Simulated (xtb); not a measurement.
C2H2Cl (SMILES [CH]=CCl), doublet, from a rough starting geometry; GFN2-xTB in xtb.

Here is a job for xtb.
```
$ xtb mol.xyz --gfn 2 --uhf 1 --opt vtight --json

# file mol.xyz
5

C     -0.28520260    -0.15246751    -0.01216055
C      0.99277429     0.11757320     0.04130958
Cl    -0.95793660    -1.78037229    -0.00280094
H     -1.08372315     0.58657813    -0.00243349
H      1.30696477     1.13411643     0.01477276
```

What the program printed (banner, timings and long lists left out):

```
   ID    Z sym.   atoms
    1    6 C      1, 2
    2   17 Cl     3
    3    1 H      4, 5

           -------------------------------------------------
          |                Calculation Setup                |
           -------------------------------------------------

           -------------------------------------------------
          |                 G F N 2 - x T B                 |
           -------------------------------------------------

          ...................................................
          :                      SETUP                      :
          :.................................................:
          :  # basis functions                  20          :
          :  # atomic orbitals                  19          :
          :  # shells                            9          :
          :  # electrons                        17          :
          :  max. iterations                   250          :
          :  Hamiltonian                  GFN2-xTB          :
          :  restarted?                      false          :
          :  GBSA solvation                  false          :
          :  PC potential                    false          :
          :  electronic temp.          300.0000000     K    :
          :  accuracy                    1.0000000          :
          :  -> integral cutoff          0.2500000E+02      :
          :  -> integral neglect         0.1000000E-07      :
          :  -> SCF convergence          0.1000000E-05 Eh   :
          :  -> wf. convergence          0.1000000E-03 e    :
          :  Broyden damping             0.4000000          :
          :  net charge                          0          :
          :  unpaired electrons                  1          :
          ...................................................

 iter      E             dE          RMSdq      gap      omega  full diag
   1     -9.7911369 -0.979114E+01  0.611E+00    3.97       0.0  T
   2     -9.8009924 -0.985548E-02  0.360E+00    3.72       1.0  T
   3     -9.7891629  0.118295E-01  0.179E+00    4.04       1.0  T
   4     -9.8005778 -0.114149E-01  0.850E-01    3.72       1.0  T
   5     -9.8031355 -0.255769E-02  0.154E-01    3.81       1.0  T
   6     -9.8031542 -0.187489E-04  0.770E-02    3.82       1.0  T
   7     -9.8031629 -0.870919E-05  0.521E-02    3.82       1.0  T
   8     -9.8031685 -0.562775E-05  0.240E-02    3.82       1.9  T
   9     -9.8031695 -0.976840E-06  0.936E-03    3.82       4.8  T
[...]
 * total energy  :    -9.7137189 Eh     change       -0.1869143E-02 Eh
 * total energy  :    -9.7142970 Eh     change       -0.5780964E-03 Eh
 * total energy  :    -9.7149902 Eh     change       -0.6931771E-03 Eh
 * total energy  :    -9.7156214 Eh     change       -0.6312309E-03 Eh
 * total energy  :    -9.7161832 Eh     change       -0.5617398E-03 Eh
 * total energy  :    -9.7162166 Eh     change       -0.3348602E-04 Eh
 * total energy  :    -9.7162219 Eh     change       -0.5228655E-05 Eh
 * total energy  :    -9.7162263 Eh     change       -0.4441469E-05 Eh
 * total energy  :    -9.7162319 Eh     change       -0.5561488E-05 Eh
 * total energy  :    -9.7162330 Eh     change       -0.1179391E-05 Eh
 * total energy  :    -9.7162334 Eh     change       -0.3171771E-06 Eh
 * total energy  :    -9.7162334 Eh     change       -0.1776603E-07 Eh
   *** GEOMETRY OPTIMIZATION CONVERGED AFTER 27 ITERATIONS ***
         :: total energy              -9.716233382581 Eh    ::
[...]
        18                          0.3117149               8.4822
        19                          0.8223347              22.3769
      -------------------------------------------------------------
                  HL-Gap            0.1425401 Eh            3.8787 eV
             Fermi-level           -0.3421060 Eh           -9.3092 eV

     #   Z          covCN         q      C6AA      α(0)
     1   6 C        2.791     0.048    26.909     8.497
     2   6 C        1.937    -0.080    33.285     9.317
     3  17 Cl       0.914    -0.170   104.465    15.636
     4   1 H        0.926     0.101     1.776     2.084
     5   1 H        0.927     0.101     1.772     2.081

 Mol. C6AA /au·bohr⁶  :        568.108359
 Mol. C8AA /au·bohr⁸  :      18002.134932
 Mol. α(0) /au        :         37.616406

Wiberg/Mayer (AO) data.
largest (>0.10) Wiberg bond orders for each atom

 ---------------------------------------------------------------------------
     #   Z sym  total        # sym  WBO       # sym  WBO       # sym  WBO
 ---------------------------------------------------------------------------
     1   6 C    3.928 --     2 C    2.171     4 H    0.935     3 Cl   0.814
     2   6 C    3.383 --     1 C    2.171     5 H    0.965     3 Cl   0.218
     3  17 Cl   1.047 --     1 C    0.814     2 C    0.218
     4   1 H    0.989 --     1 C    0.935
     5   1 H    0.989 --     2 C    0.965
 ---------------------------------------------------------------------------

Topologies differ in total number of bonds
Writing topology from bond orders to xtbtopo.mol

molecular dipole:
                 x           y           z       tot (Debye)
 q only:        0.119       0.667       0.003
   full:        0.143       0.405       0.003       1.092
molecular quadrupole (traceless):
                xx          xy          yy          xz          yz          zz
 q only:        2.395      -1.084      -2.559       0.027      -0.005       0.164
  q+dip:        4.548      -0.841      -3.059       0.074      -0.005      -1.488
   full:        2.795      -1.081      -1.923       0.045      -0.007      -0.872

optimized geometry written to: xtbopt.xyz

           -------------------------------------------------
          | TOTAL ENERGY               -9.716233382581 Eh   |
          | GRADIENT NORM               0.000046864769 Eh/α |
          | HOMO-LUMO GAP               3.878712708643 eV   |
           -------------------------------------------------

normal termination of xtb
```
